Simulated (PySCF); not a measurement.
# Li2Te, singlet: computed properties

All numbers come from PySCF, PBE0, basis Te def2-TZVP with ECP28, Li def2-TZVP (scalar-relativistic core potentials, no spin–orbit coupling, density fitting).

The structure is a minimum.

```xyz
3
charge 0 multiplicity 1, angstrom
Te    0.0000    0.0000   -0.2026
Li    1.8564    0.0000    1.3583
Li   -1.8564    0.0000    1.3583
```

* Point group: C2v
* Bond lengths: Te–Li 2.425 Å (×2)
* Bond angles: Li–Te–Li 99.9°
* Principal quadrupole moments (Buckingham, traceless) about the centre of mass: -22.44, 1.64, 20.81 D Å
* Atomisation energy without zero-point energy: 488 kJ/mol
* Entropy at 298.15 K and 1 bar: 281.7 J/(mol K)
* Principal polarisabilities: 85.1, 104.4, 111.9 bohr³
* Enthalpy at 298.15 K above 0 K: 13.04 kJ/mol
* Dipole moment: 7.37 D
* Rotational constants: 0.5464, 0.3486, 0.2128 cm⁻¹
* Highest occupied level: -4.43 eV
* Lowest empty level: -1.29 eV
* Zero-point energy: 6.4 kJ/mol
* Heat capacity Cp at 298.15 K: 52.2 J/(mol K)
* Rotational symmetry number: 2

Harmonic modes (masses in u: Te 129.906, Li 7.016):
| symmetry | ω (cm⁻¹) | IR (km/mol) |
| --- | --- | --- |
| a1 | 111 | 33.7 |
| a1 | 477 | 28.5 |
| b2 | 486 | 90.1 |

In C2v the vibrations span 2a1 + b2. Here b1 is antisymmetric to the molecular plane and b2 lies in it.

Charges (e):
| atom | Mulliken | Löwdin | polar tensor | Mayer order to Te1 |
| --- | --- | --- | --- | --- |
| Te1 | -1.08 | -0.58 | -1.04 | – |
| Li2,3 | 0.54 | 0.29 | 0.52 | 0.78 |

Mulliken populations on Te1 (electrons outside its core potential): s 3.95, p 11.10, d 10.03, f 0.00.

Outer orbital energies (eV). occupied: -14.04, -5.30, -5.01, -4.43; empty: -1.29, -0.84, 0.26, 0.79.

Other isomers or separated fragments may lie lower.

The final relaxation and frequency run took 26 s on 2 threads of a shared Arm Neoverse N1 host, with 78 basis functions and 13 gradients; the process peaked at 0.72 GiB.
